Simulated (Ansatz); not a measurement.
Total energies of `C[Si](C)(C)C#Cc1cnc(-c2cnc(-c3cnc(-c4cnc(C#C[Si](C)(C)C)s4)s3)s2)s1` from Ansatz at PBE0-D4/def2-SVP, gas phase (1 Eh = 27.2114 eV = 2625.5 kJ/mol). The reference geometry is relaxed at r2SCAN-D4/def2-SVP.

```csv
state,geometry,energy (Eh)
charge 0 singlet,reference,-3238.90127
charge 1 doublet,reference,-3238.64326
charge -1 doublet,reference,-3238.97173
free C atom (triplet),–,-37.76066
free Si atom (triplet),–,-289.15194
free N atom (quartet),–,-54.47898
free S atom (triplet),–,-397.83788
free H atom (doublet),–,-0.50029
```

Single mean-field runs in def2-SVP are fitted with def2-universal-jkfit.

Question: Work out the vertical ionisation energy to the doublet.

Answer: E(charge 1 doublet) − E(charge 0 singlet) = -3238.64326 − (-3238.90127) = 0.25801 Eh = 7.02 eV. For comparison, −ε of the highest occupied level is 5.98 eV at this level, 1.04 eV less.

Question: Work out the vertical electron affinity, to the doublet.

Answer: E(charge 0 singlet) − E(charge -1 doublet) = -3238.90127 − (-3238.97173) = 0.07046 Eh = 1.92 eV. The basis lacks diffuse functions, which makes affinities too small.

Question: Give the fundamental gap IE − EA, the Mulliken electronegativity (IE + EA)/2 and the hardness (IE − EA)/2.

Answer: From the values in Eh: IE − EA = 0.25801 − 0.07046 = 0.18755 Eh = 5.10 eV; (IE + EA)/2 = 4.47 eV; (IE − EA)/2 = 2.55 eV. The HOMO–LUMO gap of the same run is 3.08 eV, 2.02 eV smaller than the fundamental gap.

Question: What is the binding energy per atom against free atoms?

Answer: Atoms: 22 × (-37.76066) + 2 × (-289.15194) + 4 × (-54.47898) + 4 × (-397.83788) + 22 × (-0.50029) = -3229.31222 Eh. Binding: -3229.31222 − (-3238.90127) = 9.58905 Eh = 260.93 eV, or 4.83 eV for each of 54 atoms (no zero-point energy, no counterpoise term).
